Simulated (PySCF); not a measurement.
Delta-SCF ions had no search for a lower state. Excitations are Tamm–Dancoff values on a coarser integration grid. The basis has no diffuse functions, so Rydberg states are missing or too high.

## C$_{2}$H$_{6}$ClIn, SMILES `[CH3][In]([CH3])[Cl]` (charge 0, multiplicity 1)

Calculation: PySCF with PBE-D3(BJ)/def2-TZVP.

The HOMO is -6.34 eV and the dipole moment is 3.76 D. The HOMO–LUMO gap is 4.39 eV and the LUMO is -1.95 eV. The S1 excitation (TDA) is 4.44 eV, the S1 oscillator strength comes out as 0.000 and the T1 excitation (TDA) is 4.31 eV. The S1–T1 gap (TDA) is 0.13 eV and the vertical ionisation energy (Delta-SCF) is 9.10 eV. The total energy is -729.9556 Ha. The cost is about 2.2 core-minutes (a rough figure).

```xyz
10

C     -2.0175    -0.1204     0.3686
In    -0.0066     0.2985    -0.2843
C      2.0223    -0.3353     0.0707
Cl    -0.0306     2.0246    -1.9429
H     -2.1747    -1.2008     0.4746
H     -2.7132     0.2952    -0.3686
H     -2.1865     0.3600     1.3414
H      2.6779     0.5372    -0.0316
H      2.2948    -1.0758    -0.6930
H      2.1341    -0.7831     1.0650
```
